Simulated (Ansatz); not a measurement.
Relaxation of CH5AlBF (9 atoms, charge 0, multiplicity 1), to a largest force component of 0.015 eV/Å in at most 40 steps.

Level of theory: RKS PBE-D4/def2-SVP (Ansatz 0.2.0).

```xyz
9
Properties=species:S:1:pos:R:3
C 0.228 1.099 -0.666
B 0.731 -0.372 -0.347
F 1.844 -0.780 -0.942
Al -0.603 -1.285 1.009
H -0.818 1.070 -0.984
H 0.225 1.686 0.257
H 0.802 1.642 -1.412
H -0.604 -2.697 1.686
H -1.806 -0.364 1.399
```

**Question.** Where does it end, and by what steps?

**Answer.** The run converged. After 6 steps the energy has fallen by 0.194 eV; H9 moved furthest, 0.50 Å.

```json
{"step": "0", "energy less start (eV)": "0.0000", "largest force component (eV/Å)": "1.163", "accepted": "yes"}
{"step": "1", "energy less start (eV)": "-0.1401", "largest force component (eV/Å)": "0.468", "accepted": "yes"}
{"step": "2", "energy less start (eV)": "-0.1729", "largest force component (eV/Å)": "0.150", "accepted": "yes"}
{"step": "3", "energy less start (eV)": "-0.1867", "largest force component (eV/Å)": "0.132", "accepted": "yes"}
{"step": "4", "energy less start (eV)": "-0.1925", "largest force component (eV/Å)": "0.112", "accepted": "yes"}
{"step": "5", "energy less start (eV)": "-0.1940", "largest force component (eV/Å)": "0.032", "accepted": "yes"}
{"step": "6", "energy less start (eV)": "-0.1943", "largest force component (eV/Å)": "0.015", "accepted": "yes"}
```

```xyz
9
Properties=species:S:1:pos:R:3
C 0.298 1.217 -0.774
B 0.567 -0.253 -0.294
F 1.656 -0.890 -0.766
Al -0.704 -1.349 1.113
H -0.735 1.303 -1.181
H 0.300 1.891 0.113
H 1.022 1.602 -1.521
H -0.366 -2.848 1.591
H -2.036 -0.673 1.718
```

Whether the end is a true minimum wasn't checked by a vibrational analysis.

Time of the run: 10 s on 1 thread of INTEL(R) XEON(R) PLATINUM 8581C CPU @ 2.30GHz (Emerald Rapids), with other jobs on the host, peak memory 0.17 GiB.
